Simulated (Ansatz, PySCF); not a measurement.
PbBr, SMILES [Br][Pb+] (connectivity only; charge and spin as stated), charge +1, multiplicity 1. Atoms are numbered in the order given.

```xyz
2

Pb     0.0000     0.0000    -0.7595
Br     0.0000     0.0000     1.7520
```
Charge +1, spin multiplicity 1.

Geometry optimised at B3LYP-D3(BJ)/def2-TZVP. The spin state was assumed, not searched. The def2 effective core potentials stand for the cores of Pb; spin–orbit coupling is left out.

Two levels are set side by side: PBE-D3(BJ)/def2-TZVP (Ansatz, an electronic-structure program) and B3LYP-D3(BJ)/def2-TZVP (Ansatz). Each level has its own optimised geometry; the coordinates shown are those of the second. Frequencies come from the Hessian of PySCF at each geometry. Differences are taken from unrounded values.

| quantity | B3LYP-D3(BJ) | PBE-D3(BJ) | PBE-D3(BJ) minus B3LYP-D3(BJ) |
|---|---|---|---|
| bond Pb1–Br2 (Å) | 2.512 | 2.512 | 0.001 |
| highest harmonic wavenumber (cm⁻¹) | 253 | 250 | -3 |
| mean harmonic wavenumber (cm⁻¹) | 253 | 250 | -3 |
| zero-point energy (kcal/mol) | 0.36 | 0.36 | 0.00 |

Here PBE gives about what the other level gives.
